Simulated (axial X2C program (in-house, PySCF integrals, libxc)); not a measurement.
## Potential curves of MnTe⁺, two-component

Calculated with an in-house relativistic program for diatomic molecules. Two-component (2c) means X2C with spin–orbit coupling and atomic mean-field two-electron Coulomb and Gaunt terms. Basis: Te dyall-cv3z [11s12p8d4f1g], Mn dyall-cv3z [9s10p6d3f2g] (cores contracted in-house); Gaussian nuclei, density fitting, unrestricted open shells. Masses: Te 129.906 u, Mn 54.938 u.

State: Ω = 1 (⟨Sz⟩ = 2.00, ⟨Lz⟩ = -1.00 at PBEsol). Energies in eV from the fragments at the same level (Te + Mn+). Fits are polynomials in 1 − R0/R over 0.85 to 1.23 times the lowest point R0.

```tsv
R (Å)	PBEsol	PBE0
2.3660	-2.6992	-1.7666
2.4415	-2.7081	-1.8470
2.5170	-2.6639	-1.8639
2.6051	-2.5648	-1.8256
2.6932	-2.4310	-1.7441
2.8065	-2.2292	-1.6014
```

Occupations by symmetry block were frozen at the best pattern of an incomplete PBE0 search. Dissociation energies refer to the lowest single-determinant-based atoms at the same level and basis. Density functionals use the spin component along the axis (collinear). Other states lie close and PBE0, whose exact exchange favours high spin, may order them wrongly; the determinant shown need not be the ground state. The nearest other 2c determinant of the search, Ω = 4, lies 0.23 eV up at the distance of the search. Without a current term, density functionals place determinants with orbital angular momentum somewhat too high. With several unpaired electrons one determinant need not be a pure state. Open-shell Ω = 0 determinants with evenly filled partner blocks cannot be reached by this program, so the Ω shown need not be the lowest component. The determinant is spin-polarised beyond a pure state at some levels (its spin-free form has ⟨S²⟩ too high), which makes Re and μ there less reliable.

Problem. What are Re, ωe and De at the PBEsol level?

Solution. At PBEsol, 2c: Re = 2.414 Å, ωe ≈ 270 cm⁻¹, De = 2.71 eV to Te + Mn+; Be follows as 0.0749 cm⁻¹.

Problem. What are Re, ωe and De at the PBE0 level?

Solution. At PBE0, 2c: Re = 2.503 Å, ωe ≈ 247 cm⁻¹, De = 1.86 eV to Te + Mn+; Be follows as 0.0697 cm⁻¹.
